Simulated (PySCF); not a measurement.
A PySCF script (with the pyscf-properties extension) for the NMR shieldings of `CC[SiH2][SiH2][Si@H](N)B[SiH3]`, C$_{2}$H$_{16}$BNSi$_{4}$, on a GFN2-xTB geometry:

```python
import basis_set_exchange as bse
import numpy as np
from pyscf import gto, dft
from pyscf.prop import nmr

atoms = """
C     3.250199    0.266969    0.891050
C     2.475551    1.220878   -0.008789
Si    1.761380    0.355078   -1.551739
Si    0.441569   -1.427649   -0.898136
Si   -1.161666   -0.887007    0.739412
N    -2.382513   -2.101221    0.517832
B    -1.874435    0.887286    0.418637
Si   -3.520755    1.270112   -0.572351
H     3.656645    0.786472    1.758105
H     2.606771   -0.535657    1.248547
H     4.079848   -0.181032    0.347615
H     3.132408    2.039668   -0.307070
H     1.664972    1.673335    0.566137
H     2.900354    0.028640   -2.423216
H     0.989968    1.374661   -2.284261
H    -0.212437   -2.010789   -2.081542
H     1.279020   -2.549397   -0.426400
H    -0.475795   -1.078750    2.052900
H    -3.271116   -2.008149    0.982394
H    -2.118250   -3.072293    0.496530
H    -1.197689    1.796615    0.736127
H    -4.169167    2.556596   -0.252389
H    -3.259395    1.329303   -2.023510
H    -4.607201    0.286097   -0.416359
"""
names = dict.fromkeys(["C", "Si", "N", "B", "H"], "pcSseg-1")
basis = {el: gto.basis.parse(bse.get_basis(n, elements=[el], fmt="nwchem")) for el, n in names.items()}
mol = gto.M(atom=atoms, basis=basis, charge=0, verbose=0)
mf = dft.RKS(mol, xc="PBE0")
mf.grids.level = 2
mf.grids.alignment = dft.numint.BLKSIZE   # the property module wants whole blocks of grid points
mf.conv_tol = 1e-9
mf.kernel()

calc = nmr.RKS(mf)   # GIAO
C = mf.mo_coeff
Co = C[:, mf.mo_occ > 0]
resp = mf.gen_response(singlet=True, hermi=2)
def vind(x):   # induced exchange potential for any number of trial vectors
    d = np.einsum("pi,xij,qj->xpq", C, 2 * x.reshape(-1, C.shape[1], Co.shape[1]), Co, optimize=True)
    return np.einsum("xpq,pi,qj->xij", resp(d - d.transpose(0, 2, 1)), C, Co, optimize=True).ravel()
mo1, _ = nmr.rhf.solve_mo1(calc, with_cphf=vind)
sigma = calc.kernel(mo1)
for i, s in enumerate(sigma):   # ppm
    print("%2d %-2s %9.2f" % (i, mol.atom_pure_symbol(i), np.trace(s) / 3))
```

Task: Give the expected output.

Result: 
```
 0 C     172.94
 1 C     180.59
 2 Si    417.57
 3 Si    466.22
 4 Si    390.53
 5 N     261.41
 6 B     -50.42
 7 Si    462.02
 8 H      30.21
 9 H      30.84
10 H      30.78
11 H      30.71
12 H      31.03
13 H      27.86
14 H      28.01
15 H      28.33
16 H      27.92
17 H      25.46
18 H      31.25
19 H      31.67
20 H      17.57
21 H      27.84
22 H      27.68
23 H      27.56
```

These numbers come from an equivalent density-fitted implementation of the same equations, which agrees with the script to about 0.01 ppm for H and up to a few tenths of a ppm for heavy atoms, so last digits may differ.

Size and cost of the density-fitted run: 244 basis functions, 3.8 min wall time on 1 thread of an Intel Xeon, shared host; peak memory 1.1 GiB.
